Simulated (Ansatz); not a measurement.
Input and output for `C[CH2][InH][NH2]`.

```yaml
crystal:
  periodic: [false, false, false]
  atoms:
    - {symbol: C, position_ang: [-1.385223, -0.701988, -0.095897]}
    - {symbol: C, position_ang: [-0.126905, -1.109432, 0.638976]}
    - {symbol: In, position_ang: [1.217847, 0.358169, 1.000969]}
    - {symbol: N, position_ang: [0.582370, 1.878591, -0.451696]}
    - {symbol: H, position_ang: [-0.868137, -0.730107, -1.469482]}
    - {symbol: H, position_ang: [-1.771449, 0.231187, 0.284032]}
    - {symbol: H, position_ang: [-1.986783, -1.655099, -0.182600]}
    - {symbol: H, position_ang: [-0.237584, -1.267280, 1.436266]}
    - {symbol: H, position_ang: [0.534967, -2.126992, 0.229922]}
    - {symbol: H, position_ang: [3.208239, 0.269077, 1.127433]}
    - {symbol: H, position_ang: [1.359529, 2.794112, -0.631553]}
    - {symbol: H, position_ang: [-0.156242, 2.351284, -1.339317]}
basis:
  gaussian: {orbitals: x2c-TZVPPall, nuclear_model: gaussian}
hamiltonian: {xc: {name: PBE0-DH}}
output: {forces: true}
```

```sh
$ ansatz run in.yaml --threads 4 --pin off --events-out ev --progress --plain --max-ram 10444MiB
```

Output, abridged:

```
Functional definition: PBE0-DH
1762 factors; integrals over basis functions are off by at most 1.2e-3 eV
mean field evaluation 1: about -163683.6353 eV, gradient 7.3e1 eV
mean field evaluation 2: about -163683.6739 eV, gradient 7.3e1 eV
mean field evaluation 4: about -163693.9586 eV, gradient 2.6e1 eV
mean field evaluation 8: about -163695.5986 eV, gradient 3.9e-1 eV
mean field evaluation 16: about -163695.6058 eV, gradient 2.5e-3 eV
mean field -163695.60579498 eV, -6015.7025560987 hartree, gradient 6.3e-7 eV, S^2 0.000000; 0 other end points of the search recorded, 0 dependent functions left out
21 core orbitals not correlated: weight in the atoms' cores, before any rotation towards them, 1.000 or more for the frozen orbitals, at most 0.000 for the correlated occupied ones
reference -163695.60582037 eV, -6015.7025570318 hartree; 17, 17 occupied and 227, 227 virtual orbitals, 1762 factors
second order -30.93537599 eV of doubles, -0.00000000 eV of singles
Total energy: -163699.47274237 eV, -6015.8446637942 hartree
Relativity: scalar
Atom 0 at    -1.385223    -0.701988    -0.095897 Å, force     3.007162    -3.202506    -4.789826 eV/Å
Atom 1 at    -0.126905    -1.109432     0.638976 Å, force     3.963568     0.514443   -19.513527 eV/Å
Atom 2 at     1.217847     0.358169     1.000969 Å, force     3.144662     2.527465    -2.606007 eV/Å
Atom 3 at     0.582370     1.878591    -0.451696 Å, force     1.150579     5.372767    -3.656653 eV/Å
Atom 4 at    -0.868137    -0.730107    -1.469482 Å, force    -2.126480     0.955597     4.202392 eV/Å
Atom 5 at    -1.771449     0.231187     0.284032 Å, force    -0.540274    -0.044794    -0.599338 eV/Å
Atom 6 at    -1.986783    -1.655099    -0.182600 Å, force    -0.230234     1.736593     0.423700 eV/Å
Atom 7 at    -0.237584    -1.267280     1.436266 Å, force    -3.947351    -5.080164    20.258154 eV/Å
Atom 8 at     0.534967    -2.126992     0.229922 Å, force    -2.133830     3.163944     0.807703 eV/Å
Atom 9 at     3.208239     0.269077     1.127433 Å, force    -2.099510     0.412009     0.247796 eV/Å
Atom 10 at     1.359529     2.794112    -0.631553 Å, force    -2.657452    -3.725507     1.156189 eV/Å
Atom 11 at    -0.156242     2.351284    -1.339317 Å, force     2.469160    -2.629847     4.069418 eV/Å
Dipole moment:    -0.169408    -0.199280     0.373881 e Å
```

Hardware: 4 threads of an INTEL XEON PLATINUM 8581C on a shared host. Wall time 12 s, peak host memory 0.97 GiB.
